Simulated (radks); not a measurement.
The numbers below are computed, except where a source is named.
Ionisation of the osmium ion Os+, [Xe] 4f14 5d6 6s1, to [Xe] 4f14 5d6 as the strength of local exchange is varied. Level of theory: scalar-relativistic Kohn-Sham, Slater X-alpha exchange (alpha = 2/3 is LDA exchange), no correlation, spin-polarised, spherical densities, point nucleus; open shells are filled with parallel spins first (spin-orbit coupling, left out, can overturn this in heavy ions) (a radial shooting solver on a logarithmic mesh with Libxc functionals).

| alpha | E(Os+) (hartree) | exchange (hartree) | IE (eV) | -e of the level emptied (eV) | <r> of it (bohr) |
|---|---|---|---|---|---|
| 0.63 | -17218.2679 | -302.4165 | 16.880 | 13.155 (6s) | 2.769 |
| 0.634 | -17220.1981 | -304.3732 | 16.919 | 13.193 (6s) | 2.766 |
| 0.667 | -17236.1313 | -320.5328 | 17.240 | 13.508 (6s) | 2.747 |
| 0.718 | -17260.7863 | -345.5682 | 17.742 | 14.002 (6s) | 2.717 |
| 0.77 | -17285.9634 | -371.1711 | 18.260 | 14.515 (6s) | 2.687 |
| 0.862 | -17330.6034 | -416.6580 | 19.191 | 15.440 (6s) | 2.636 |
| ? | -17225.9902 | -310.2458 | 17.035 | 13.307 (6s) | 2.759 |

Which alpha was used in the last row?

Answer. alpha = 0.646. NIST Atomic Spectra Database: 17 +/- 1 eV (semi-empirical). The Delta-SCF value meets it near alpha = 0.64. Open shells are spherical and high-spin; term and fine-structure splittings are not resolved. Spin-orbit splitting is averaged out at the scalar-relativistic level.
